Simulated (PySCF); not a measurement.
GeFI, SMILES [I][Ge][F] (connectivity only; charge and spin as stated), neutral, multiplicity 1. Atoms are numbered in the order given.

```xyz
3

Ge     0.4279    -1.3745     0.0000
F     -1.2281    -1.9812     0.0000
I     -0.0498     1.1663     0.0000
```
Charge 0, spin multiplicity 1.

Geometry: B3LYP-D3(BJ)/def2-TZVP. The def2 effective core potentials stand for the cores of I; spin–orbit coupling is left out.

All values below come from B3LYP-D3(BJ)/def2-TZVP (PySCF).

Frequencies are harmonic and unscaled.

Computed normal modes with their intensities:
```csv
mode,ν (cm⁻¹),IR (km/mol),moving atoms (share of kinetic energy)
1,152,0.3,"F 71 %, I 20 %, Ge 9 %"
2,238,48.4,"Ge 67 %, I 26 %"
3,650,118.7,"F 79 %, Ge 21 %"
```
